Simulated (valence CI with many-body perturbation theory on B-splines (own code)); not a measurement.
**From CI to CI+MBPT in Ta⁶⁶⁺**

Computed by configuration interaction combined with many-body perturbation theory (CI+MBPT): five valence electrons over a frozen Dirac-Fock core [He], radial functions for each j: 9 s, 9 p, 8 d, 6 f, 3 g, 1 h, with the one-electron correlation potential Σ1, the two-electron term Σ2, the three-electron term Σ3, Breit, model QED; selected CI, second order for the rest (own B-spline code, finite nucleus).

The last digits are not significant, and no measured levels were compared; by estimate large intervals hold to a few tenths of a per cent, small ones and those within an open d or f shell to about a per cent. Among the levels kept, up to 1200 cm⁻¹ of a level comes from second order outside the variational space, and about a tenth of that is noise between levels of different J, which matters for small intervals.

Each rung adds one term. CI alone is the Dirac-Coulomb CI over the frozen core; QED comes last and gives the full result, which names the levels. Energies are above (2s^2 2p1/2^2 2p3/2) J=3/2 on the same rung, in × 10³ cm⁻¹.

Levels are named by their leading jj configuration (3d3/2^4 stands for four electrons in 3d with j = 3/2), which in mixed levels can hold well under half, so a name can repeat and another be missing. Letters in brackets count levels of one name in rising energy.

| Level | CI alone |
| --- | --- |
| (2s^2 2p1/2 2p3/2^2) J=3/2 | 10628 |
| (2s^2 2p1/2 2p3/2^2) J=5/2 | 10892 |
| (2s^2 2p1/2 2p3/2^2) J=1/2 | 11208 |
| (2s 2p1/2^2 2p3/2^2) J=5/2 | 13425 |
| (2s 2p1/2^2 2p3/2^2) J=1/2 | 14186 |
| (2s 2p1/2^2 2p3/2^2) J=3/2 | 14250 |
| (2s^2 2p3/2^3) J=3/2 | 21884 |
| (2s 2p1/2 2p3/2^3) J=3/2 [a] | 24228 |
| (2s 2p1/2 2p3/2^3) J=5/2 | 24639 |
| (2s 2p1/2 2p3/2^3) J=1/2 | 25071 |
| (2s 2p1/2 2p3/2^3) J=3/2 [b] | 25183 |
| (2p1/2^2 2p3/2^3) J=3/2 | 28188 |
| (2s 2p3/2^4) J=1/2 | 35838 |
| (2p1/2 2p3/2^4) J=1/2 | 39058 |
| (2s^2 2p1/2^2 3s) J=1/2 | 69156 |
| (2s^2 2p1/2^2 3p1/2) J=1/2 | 69986 |

Task: What do these energies become with core correlation, Breit and QED?

Result: (2s^2 2p1/2 2p3/2^2) J=3/2 10503 (-125.18); (2s^2 2p1/2 2p3/2^2) J=5/2 10689 (-203.14); (2s^2 2p1/2 2p3/2^2) J=1/2 11104 (-104.16); (2s 2p1/2^2 2p3/2^2) J=5/2 13237 (-187.40); (2s 2p1/2^2 2p3/2^2) J=1/2 14078 (-108.50); (2s 2p1/2^2 2p3/2^2) J=3/2 14088 (-162.22); (2s^2 2p3/2^3) J=3/2 21630 (-254.80); (2s 2p1/2 2p3/2^3) J=3/2 [a] 23960 (-267.88); (2s 2p1/2 2p3/2^3) J=5/2 24290 (-348.61); (2s 2p1/2 2p3/2^3) J=1/2 24803 (-268.05); (2s 2p1/2 2p3/2^3) J=3/2 [b] 24871 (-312.55); (2p1/2^2 2p3/2^3) J=3/2 27888 (-299.77); (2s 2p3/2^4) J=1/2 35454 (-383.86); (2p1/2 2p3/2^4) J=1/2 38630 (-428.48); (2s^2 2p1/2^2 3s) J=1/2 69112 (-43.64); (2s^2 2p1/2^2 3p1/2) J=1/2 69943 (-43.74).

Task: How does the ionisation energy move along the ladder, and which term matters most?

Result: CI alone 16169, + Σ1 16169, + Σ2 16169, + Σ3 16169, + Breit 16156, + QED 16154 eV. The largest step is Breit, -14 eV. NIST lists 16150 ± 40 eV (theoretical).
